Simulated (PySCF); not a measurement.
Compound: C₂H₇AlF₂O.
Numbering: `[F:1][CH2:2][O+:3]([AlH3-:4])[CH2:5][F:6]` (hydrogens: H7, H8 on C2; H9, H10, H11 on Al4; H12, H13 on C5)

Structure used (PBE0-D3(BJ)/def2-SVP), in Å, numbered top down from 1:
```
atom  x, y, z in Å
F1    -1.5825   -1.2013   -1.2787
C2    -1.1981   -0.8246   -0.0446
O3    -0.0681    0.0118   -0.1458
Al4    1.6777   -0.5116    0.8065
C5    -0.2991    1.2847   -0.7055
F6    -0.9953    2.0393    0.1678
H7    -0.8811   -1.6981    0.5421
H8    -2.0165   -0.2721    0.4420
H9     1.1736   -0.4654    2.3248
H10    1.8430   -1.9610    0.1500
H11    2.5304    0.7180    0.2377
H12    0.6941    1.7175   -0.8836
H13   -0.8831    1.1636   -1.6303
```

Level of theory: TDDFT B3LYP/def2-SVPD, vertical, gas phase, core orbitals frozen in the response in PySCF 2.14.0, density-fitted response routines.

Ground-to-excited transition dipoles (e·a0, same axes as the geometry; the sign carries no meaning), for the states with f of 0.002 or more among the lowest 6:

| state | E (eV) | μx | μy | μz |
| --- | --- | --- | --- | --- |
| S1 | 6.251 | -0.012 | 0.055 | 0.121 |
| S2 | 6.494 | 0.095 | 0.264 | -0.089 |
| S3 | 6.832 | -0.039 | 0.194 | 0.294 |
| S4 | 7.036 | -0.101 | -0.382 | 0.102 |
| S5 | 7.284 | -0.332 | -0.057 | 0.479 |
| S6 | 7.413 | -0.129 | -0.338 | -0.015 |

(1) Work out the oscillator strengths.

(2) What angle do the transition dipoles of S3 and S6 make?

(3) How is the summed strength of these states shared among x, y and z?

(4) What peak molar absorption coefficient would the strongest computed level give as a lone Gaussian band 0.5 eV wide at half height?

## Answers

(1) f = (2/3) ΔE |μ|² with ΔE in hartree (27.2114 eV).

```tsv
state	|μ|² (au)	|μ| (D)	f
S1	0.018	0.34	0.003
S2	0.087	0.75	0.014
S3	0.126	0.90	0.021
S4	0.167	1.04	0.029
S5	0.343	1.49	0.061
S6	0.131	0.92	0.024
```

(2) |cos θ| = |μa·μb| / (|μa| |μb|) = 0.51, so θ ≈ 60° (taken between 0 and 90°, since the signs are arbitrary).

(3) (2/3) Σ ΔE μα² gives 0.026 for x, 0.064 for y and 0.061 for z, 0.151 in all.

(4) ε(max) = 2.175×10⁸ f / FWHM, with the width in cm⁻¹. S5: 2.175×10⁸ × 0.0612 / 4033 ≈ 3300 L mol⁻¹ cm⁻¹.

Time: 23 s of wall time. Hardware: an Arm Neoverse V2 with one thread, shared host.

One conformer stands for the species.
